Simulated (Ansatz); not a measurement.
`[CH3][Al]1[BH][S]1`, relaxed with RKS PBE0-D4/def2-TZVP in the Gaussian-basis code of Ansatz from a PBE-D4/def2-SVP geometry. The force threshold is 0.005 eV/Å; the program also tests the step.

The species carries charge 0 and has multiplicity 1.

Start:

```xyz
8

C     0.576   -0.527    1.473
Al   -0.202    0.275   -0.134
B    -0.978    1.029   -1.837
S    -0.006   -0.426   -2.288
H     1.678   -0.609    1.363
H     0.355    0.054    2.391
H     0.179   -1.556    1.606
H    -1.603    1.759   -2.573
```

```tsv
step	energy (eV)	largest force (eV/Å)	largest move (Å)
1	-19203.3472	0.548	0.000
2	-19203.3805	0.236	0.026
3	-19203.3864	0.058	0.023
4	-19203.3871	0.046	0.014
5	-19203.3874	0.037	0.024
6	-19203.3875	0.024	0.011
7	-19203.3876	0.003	0.006
```

End:

```xyz
8

C     0.574   -0.527    1.461
Al   -0.171    0.214   -0.171
B    -0.973    1.033   -1.812
S    -0.034   -0.423   -2.293
H     1.663   -0.589    1.385
H     0.322    0.071    2.338
H     0.198   -1.542    1.617
H    -1.581    1.763   -2.526
```

Hardware: 2 threads of an Arm Neoverse V1 on a shared host. Wall time 33 s, peak host memory 0.33 GiB.
